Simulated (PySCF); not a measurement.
Job file and geometry (Å, from PBE0-D3(BJ)/def2-SVP) of a spin–spin coupling run on `InChI=1S/C3H8Ge/c1-2-3-4/h2H,1,3H2,4H3`, PySCF 2.14.0, density-fitted response routines, B3LYP/pcJ-1 Ge:pcSseg-1 indirect spin-spin coupling, non-relativistic, gas phase; density fitting, a coarse starting grid and PySCF grid level 2 are the driver's defaults:

```
{"job": {"kind": "j", "xc": "B3LYP", "basis": "pcJ-1"}, "charge": 0, "multiplicity": 1}
C      2.146040     0.262405     0.008931
C      1.104105    -0.195682     0.708002
C     -0.023611    -1.000181     0.160101
Ge    -1.684916     0.054673     0.038057
H      2.924754     0.869942     0.476391
H      2.257799     0.044655    -1.058405
H      1.040399     0.055790     1.774933
H      0.206400    -1.381669    -0.847117
H     -0.244578    -1.867752     0.803620
H     -2.841130    -0.834548    -0.461489
H     -1.482442     1.228312    -0.937025
H     -2.048294     0.613395     1.427603
```

Task: Write the output of this run.

Result: 
```
coarse grid: 42736 points
cycle   1  E = -2195.8738908936  dE = -5.676e-01  |g| = 9.621e-01  |ddm| = 2.797e+00
cycle   2  E = -2195.8280629649  dE =  4.583e-02  |g| = 1.033e+00  |ddm| = 1.029e+00
cycle   3  E = -2195.9511809295  dE = -1.231e-01  |g| = 9.354e-02  |ddm| = 6.970e-01
cycle   4  E = -2195.9528199607  dE = -1.639e-03  |g| = 2.731e-02  |ddm| = 1.018e-01
cycle   5  E = -2195.9530028348  dE = -1.829e-04  |g| = 5.591e-03  |ddm| = 2.452e-02
cycle   6  E = -2195.9530094387  dE = -6.604e-06  |g| = 1.015e-03  |ddm| = 6.251e-03
final grid: 89640 points
cycle   7  E = -2195.9530115398  dE =  6.407e-08  |g| = 1.267e-03  |ddm| = 2.996e-03
cycle   8  E = -2195.9530111273  dE =  4.125e-07  |g| = 1.877e-03  |ddm| = 2.906e-03
cycle   9  E = -2195.9530119408  dE = -8.135e-07  |g| = 2.819e-04  |ddm| = 1.598e-03
cycle  10  E = -2195.9530119600  dE = -1.928e-08  |g| = 6.381e-05  |ddm| = 2.426e-04
cycle  11  E = -2195.9530119609  dE = -8.718e-10  |g| = 2.222e-06  |ddm| = 5.008e-05
converged SCF energy = -2195.9530119609

Indirect spin-spin couplings (Hz)
  i      j    bonds     total        FC       PSO       DSO        SD
  0 C    1 C    1     76.987    86.669    -9.840     0.158         -
  0 C    2 C    2      0.372     0.693    -0.307    -0.014         -
  0 C    4 H    1    170.050   168.915     0.586     0.549         -
  0 C    5 H    1    163.647   162.463     0.588     0.596         -
  0 C    6 H    2      0.869     2.504    -1.182    -0.453         -
  0 C    7 H    3      7.499     7.795    -0.359     0.064         -
  0 C    8 H    3      8.719     8.780     0.323    -0.384         -
  0 C    9 H    4      1.246     1.529     0.212    -0.495         -
  0 C   11 H    4     -0.270    -0.180     0.165    -0.255         -
  1 C    2 C    1     44.783    46.306    -1.794     0.270         -
  1 C    4 H    2     -0.080     1.634    -1.248    -0.465         -
  1 C    5 H    2     -1.485     0.312    -1.365    -0.432         -
  1 C    6 H    1    159.233   157.997     0.336     0.900         -
  1 C    7 H    2     -4.613    -4.403    -0.177    -0.033         -
  1 C    8 H    2     -7.040    -7.049     0.023    -0.014         -
  1 C    9 H    3      6.398     6.890     0.222    -0.715         -
  1 C   10 H    3      0.155     0.178     0.037    -0.060         -
  1 C   11 H    3      1.120     1.141    -0.010    -0.010         -
  2 C    4 H    3     13.567    13.564     0.389    -0.386         -
  2 C    5 H    3      8.505     8.519    -0.124     0.109         -
  2 C    6 H    2      7.521     7.510     0.069    -0.058         -
  2 C    7 H    1    136.973   134.611     1.182     1.180         -
  2 C    8 H    1    138.288   135.836     1.291     1.161         -
  2 C    9 H    2      7.521     8.017     0.074    -0.570         -
  2 C   10 H    2      5.655     6.123     0.093    -0.561         -
  2 C   11 H    2      5.320     5.785     0.101    -0.565         -
  4 H    5 H    2      2.051     1.691     3.728    -3.368         -
  4 H    6 H    3     11.458    11.726     0.156    -0.424         -
  4 H    7 H    4     -0.425    -0.436     1.491    -1.480         -
  4 H    8 H    4     -1.769    -1.797     1.540    -1.511         -
  4 H    9 H    5     -1.419    -0.554     0.881    -1.745         -
  5 H    6 H    3     18.016    18.349     2.733    -3.066         -
  5 H    7 H    4     -0.375    -0.722    -1.320     1.667         -
  5 H    8 H    4     -2.476    -2.532     1.250    -1.194         -
  5 H    9 H    5     -1.724    -0.887     0.521    -1.357         -
  5 H   10 H    5      0.359     0.040    -0.168     0.487         -
  5 H   11 H    5     -0.549     0.119     0.751    -1.419         -
  6 H    7 H    3     14.000    13.823     2.705    -2.527         -
  6 H    8 H    3      6.072     5.663     0.380     0.029         -
  6 H    9 H    4     -1.327     0.296     0.948    -2.571         -
  6 H   10 H    4     -0.648    -0.104     0.585    -1.128         -
  6 H   11 H    4      0.435    -0.123    -0.588     1.146         -
  7 H    8 H    2    -12.675   -13.789     2.481    -1.367         -
  7 H    9 H    3     -0.529    -0.004     0.216    -0.741         -
  7 H   10 H    3      0.644     1.138     0.210    -0.704         -
  7 H   11 H    3      8.570    10.871     1.643    -3.944         -
  8 H    9 H    3     -0.217     0.203     0.149    -0.569         -
  8 H   10 H    3      7.676    10.009     1.658    -3.990         -
  8 H   11 H    3     -0.042     0.536     0.303    -0.880         -
  9 H   10 H    2     11.977    15.190     1.158    -4.371         -
  9 H   11 H    2      9.592    12.726     1.139    -4.273         -
 10 H   11 H    2     10.209    13.358     1.115    -4.263         -
```

Size and cost of the density-fitted run: 202 basis functions, 20 s wall time on 1 thread of an Arm Neoverse V2, shared host.
